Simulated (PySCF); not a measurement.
# Property card for `ClC[C@@H]1CC[SiH2]O1`

C4H9ClOSi.
Structure used (PBE0-D3(BJ)/def2-SVP), in Å, numbered top down from 1:
```xyz
16
C4H9ClOSi angstrom
Cl     2.6310   -2.0049    0.4873
C      2.1140   -0.3117    0.2652
C      0.6892   -0.1085    0.7399
C     -0.3623   -0.8961   -0.0492
C     -1.7277   -0.2397    0.2010
Si    -1.2263    1.5763    0.3087
O      0.4068    1.2754    0.6128
H      2.7973    0.3293    0.8368
H      2.2013   -0.0635   -0.8023
H      0.6379   -0.3990    1.8084
H     -0.3386   -1.9613    0.2243
H     -0.1086   -0.8333   -1.1223
H     -2.4625   -0.4820   -0.5801
H     -2.1522   -0.5647    1.1656
H     -1.3801    2.3578   -0.9535
H     -1.8561    2.3378    1.4272
```

Some functional groups and rings: C–Cl bond, Si–H bond and C–Si bond.

**PBE0-D3(BJ)/def2-SVP geometry optimisation, gas phase (PySCF)**

* Point group: C1
* Rotational constants A, B, C: 4.829, 0.899, 0.790 GHz

From wB97X-D/def2-SVPD ground state, ΔSCF and vertical TDDFT (core frozen in the response) (PySCF):

- Dipole moment: 1.88 D
- HOMO energy: -10.01 eV
- LUMO energy: 1.83 eV
- HOMO–LUMO gap: 11.84 eV
- Lowest singlet excitation: 7.19 eV (172 nm, f = 0.005)
- Strongest line among the 10 lowest singlet transitions: S6 at 8.40 eV (148 nm, f = 0.034)
- Lowest triplet excitation (Tamm–Dancoff): 6.85 eV
- Static isotropic polarisability: 87.9 au
- Vertical ionisation energy: 10.19 eV
- Electronic spatial extent ⟨r²⟩ about the centre of nuclear charge: 1393 bohr²

From PBE0/pcSseg-1 ground state and GIAO shieldings, non-relativistic (PySCF):

* Lowest Hirshfeld atomic charge: -0.23 e on O7
* Highest Hirshfeld atomic charge: +0.41 e on Si6
* 13C chemical shifts (computed TMS as zero) by class: 80.9 (C3), 53.3 (C2), 33.8 (C4), 10.1 (C5) ppm
* 1H chemical shifts (computed TMS as zero) by class: 5.05 (H16), 4.95 (H15), 3.77 (H8), 3.62 (H10), 2.99 (H9), 2.44 (H11), 1.07 (H14), 1.03 (H12), 1.03 (H13) ppm
* Isotropic shieldings of nuclei other than C and H, by class: 274 (O7), 343 (Si6), 889 (Cl1) ppm
* Mayer bond orders between heavy atoms: Cl1–C2 0.98, C2–C3 1.00, C3–C4 0.99, C4–C5 1.02, C5–Si6 0.92, Si6–O7 0.93, O7–C3 0.88

**delta-SCF UKS SCAN, pcX-2 on the ionised atom, pcseg-1 elsewhere, spin-free X2C; 2p3/2 from a spin–orbit splitting computed afterwards within the 2p shell (PySCF)**

* Core binding energies: Si2p3/2 107.3 (Si6), Cl2p3/2 206.0 (Cl1), C1s 290.4 (C5), C1s 290.9 (C4), C1s 292.2 (C2), C1s 292.4 (C3), O1s 537.9 (O7), Si1s 1847.1 (Si6), Cl1s 2828.6 (Cl1) eV

Monoisotopic mass from the formula: 136.0111 u.

No computed singlet falls in the visible range (750 to 380 nm, 1.65 to 3.26 eV); S1 lies 3.93 eV above its blue end. With B = h/(8π²I), that is 505.379 GHz u Å² over I, the principal moments of inertia are 104.7, 562.3 and 639.4 u Å² (most abundant isotopes); the inertial defect Ic − Ia − Ib is -27.6 u Å² (zero for a rigid planar frame, negative otherwise). The polarisability is 13.03 Å³ as a volume (1 au = 0.148185 Å³), or 1.22 au for each of the 72 electrons. In wavenumbers S1 is 58000 cm⁻¹ (1 eV = 8065.54 cm⁻¹).

For the TDDFT job (wB97X-D/def2-SVPD), the run took 6.3 min of wall time (grids of density and orbitals included) on an Arm Neoverse V1 with one thread, shared host, and the process peaked at 0.99 GiB of memory.

One conformer stands for the species.
